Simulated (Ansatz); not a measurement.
Gas-phase reaction in SMILES: [CH-]=CCCl -> C=C[CH-]Cl

Property: isomerisation energy (enthalpy at 298 K), in kcal/mol. Terms: no spin-orbit coupling; non-relativistic; LANL2DZ with its own core potentials from Na on; no dispersion term unless named; 6-311+G** with 5d, 6d on Na to Ar in Ansatz (an electronic-structure program); 6-31G* and kin with 6d, 5d where marked; valence correlation only. Basis-set limits of correlation are two-point, X^-3; Hartree-Fock from the larger set. [CCSD(T)-MP2]/basis is that difference in the basis named. Ab initio and DFT rows: single points at B3LYP-D3(BJ) geometries (Ansatz), with unscaled harmonic terms from B3LYP/6-31G* (Ansatz) at its own minima. Sets without +, aug- or the D of def2-TZVPD hold no diffuse functions, which anions need.

Coupled cluster (Ansatz) is a level with limits of its own, used here on species with T1 under 0.025 (0.045 for open shells) and stable references: RI-MP2/CBS(aug-cc-pV(T+d)Z,aug-cc-pV(Q+d)Z)+[CCSD(T)-MP2]/aug-cc-pV(T+d)Z.

Value to compare with, RI-MP2/CBS(aug-cc-pV(T+d)Z,aug-cc-pV(Q+d)Z)+[CCSD(T)-MP2]/aug-cc-pV(T+d)Z (Ansatz): -13.8 kcal/mol.

```json
[
 {"level": "B3LYP/STO-3G", "program": "Ansatz", "isomerisation energy (enthalpy at 298 K) (kcal/mol)": "-27.4", "difference": "-13.6"},
 {"level": "B3LYP/3-21G", "program": "Ansatz", "isomerisation energy (enthalpy at 298 K) (kcal/mol)": "-13.2", "difference": "0.6"},
 {"level": "B3LYP/LANL2DZ", "program": "Ansatz", "isomerisation energy (enthalpy at 298 K) (kcal/mol)": "-15.1", "difference": "-1.3"},
 {"level": "B3LYP/6-31G", "program": "Ansatz", "isomerisation energy (enthalpy at 298 K) (kcal/mol)": "-14.5", "difference": "-0.7"},
 {"level": "B3LYP/6-31G*", "program": "Ansatz", "isomerisation energy (enthalpy at 298 K) (kcal/mol)": "-15.1", "difference": "-1.3"},
 {"level": "B3LYP/6-31+G*", "program": "Ansatz", "isomerisation energy (enthalpy at 298 K) (kcal/mol)": "-12.2", "difference": "1.6"},
 {"level": "B3LYP/6-31G**", "program": "Ansatz", "isomerisation energy (enthalpy at 298 K) (kcal/mol)": "-15.6", "difference": "-1.8"},
 {"level": "B3LYP/def2-SVP", "program": "Ansatz", "isomerisation energy (enthalpy at 298 K) (kcal/mol)": "-16.5", "difference": "-2.7"},
 {"level": "B3LYP/cc-pVDZ", "program": "Ansatz", "isomerisation energy (enthalpy at 298 K) (kcal/mol)": "-15.1", "difference": "-1.3"},
 {"level": "B3LYP/6-311+G**", "program": "Ansatz", "isomerisation energy (enthalpy at 298 K) (kcal/mol)": "-13.0", "difference": "0.8"},
 {"level": "B3LYP/def2-TZVPD", "program": "Ansatz", "isomerisation energy (enthalpy at 298 K) (kcal/mol)": "-14.4", "difference": "-0.6"}
]
```

Among the 10 habitual levels, B3LYP/STO-3G lies farthest from RI-MP2/CBS(aug-cc-pV(T+d)Z,aug-cc-pV(Q+d)Z)+[CCSD(T)-MP2]/aug-cc-pV(T+d)Z (Ansatz) (-13.6 kcal/mol); 3 of 10 lie above it, and their mean absolute difference is 2.6 kcal/mol, the median 1.3. One case shows no general order.

The sets are all those run for this method; left out are runs that failed, that the program found above a lower state of the same kind, or whose <S^2> lies over 0.5 above the pure value.
